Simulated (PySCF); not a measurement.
Zr(OH)2(H)2 (H₄O₂Zr), SMILES [OH][ZrH2][OH], multiplicity 1. Coordinates come from a r2SCAN-D4/def2-TZVP optimisation. The spin state was assumed, not searched. The structure was generated by enumeration; whether it is a known compound was not checked. The def2 effective core potentials stand for the cores of Zr; spin–orbit coupling is left out. The values are those of a single conformer.

Computed equilibrium geometry at r2SCAN-D4/def2-TZVP (PySCF confirms it by a frequency run) as bond lengths and angles, and its point group (one conformer of several):
point group C2v.
Atoms: Zr1 O2 H3 O4 H5 H6 H7. Bond lengths (Å): Zr1–O2 1.911, Zr1–O4 1.911, Zr1–H6 1.869, Zr1–H7 1.869, O2–H3 0.956, O4–H5 0.956. Bond angles (°): O2–Zr1–O4 116.5, O2–Zr1–H6 107.1, O2–Zr1–H7 107.1, O4–Zr1–H6 107.1, O4–Zr1–H7 107.1, H6–Zr1–H7 111.9, Zr1–O2–H3 162.5, Zr1–O4–H5 162.5.
